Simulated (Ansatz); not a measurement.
Several settings on one geometry of PbS₂⁺ (that of the charge 1 doublet, r2SCAN-D4/def2-TZVP). Ansatz on 4 threads of Intel Xeon Platinum 8259CL on a shared host; times are rough.

```xyz
3

Pb   -1.5780   -0.2756   -0.0332
S     0.9621   -0.8503   -0.0085
S     0.6159    1.1259    0.0417
```

Totals from different functionals, basis sets or treatments of relativity can't be compared as stabilities.

In the def2 sets Pb takes a core potential; there is no spin–orbit coupling.

The spins typed aren't always the lowest for that charge.

Problem. Give the basis size and estimate the energy, ⟨S²⟩ and time of these runs.

| run | method | charge | state | further keys |
| --- | --- | --- | --- | --- |
| 1 | RKS r2SCAN0/def2-mTZVP | 0 | singlet | – |
| 2 | UKS PBE-D4/def2-TZVP | 2 | singlet | forces asked |
| 3 | UKS ωB97X/def2-SVPD | 1 | doublet | scf: {lower_state_search: off} |

Solution. 
| run | functions | energy (Eh) | ⟨S²⟩ | wall time |
| --- | --- | --- | --- | --- |
| 1 | 80 | -989.2707 | – | 1.8 s |
| 2 | 124 | -988.2540 | 0.36 | 5 s |
| 3 | 86 | -988.8109 | 0.76 | 2.7 s |

At UKS PBE-D4/def2-TZVP the unrestricted singlet has broken spin symmetry (⟨S²⟩ up to 0.36).
